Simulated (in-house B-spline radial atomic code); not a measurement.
Xe⁶⁺. Computed with a B-spline radial atomic code. Model: all-electron spherical atom, spin shells full or empty, radial basis limit, no spin-orbit coupling, Breit or QED, empty-state partial waves extrapolated as (l+1/2)^-4, RPA, G0W0 and static COHSEX of the highest shell as one setting changes (uncorrelated shells keep exact exchange).

Empty levels are discrete states of a finite basis, so the steps are uneven.

Given: element Xe; charge 6; filled core Kr; hamiltonian one-electron scalar X2C; mean-field start PBE; highest l of empty states 9; nuclear rms radius 4.7859 fm; lowest nl shells left uncorrelated 6; highest mean-field shell 5s; box radius 9.29 bohr.

Shell: 4d 5 5, 5s 1 1 (electrons up and down).

```
highest empty level kept (hartree)  RPA correlation energy (hartree)  G0W0 level (eV)  G0W0 minus most complete (meV)  COHSEX level (eV)  linearised minus solved G0W0 (meV)
                             16.33                           -1.0593           -92.38                             171            -94.407                                  22
                             32.67                                 ?                ?                               ?                  ?                                   ?
                             57.17                           -1.3114          -92.515                            36.3            -94.799                                22.9
                                98                           -1.3635          -92.537                            13.9            -94.873                                  23
                            163.33                            -1.382          -92.546                             5.6            -94.899                                23.1
                               294                                 ?                ?                               ?                  ?                                   ?
                               490                           -1.3901           -92.55                             0.9            -94.913                                23.1
                               980                           -1.3911          -92.551                             0.3            -94.917                                23.1
                              1960                           -1.3914          -92.551                             0.1            -94.918                                23.1
                            4083.3                           -1.3915          -92.551                               0            -94.918                                23.1
                              9800                           -1.3915          -92.551                               0            -94.918                                23.1
                             32667                           -1.3915          -92.551                               0            -94.918                                23.1
```

Problem. What follows for highest empty level kept = 294?

Solution. RPA correlation energy -1.3887 hartree; G0W0 level -92.55 eV; G0W0 minus most complete 1.7 meV; COHSEX level -94.911 eV; linearised minus solved G0W0 23.1 meV.

Problem. What follows for highest empty level kept = 32.67?

Solution. RPA correlation energy -1.2317 hartree; G0W0 level -92.474 eV; G0W0 minus most complete 76.9 meV; COHSEX level -94.669 eV; linearised minus solved G0W0 22.6 meV.
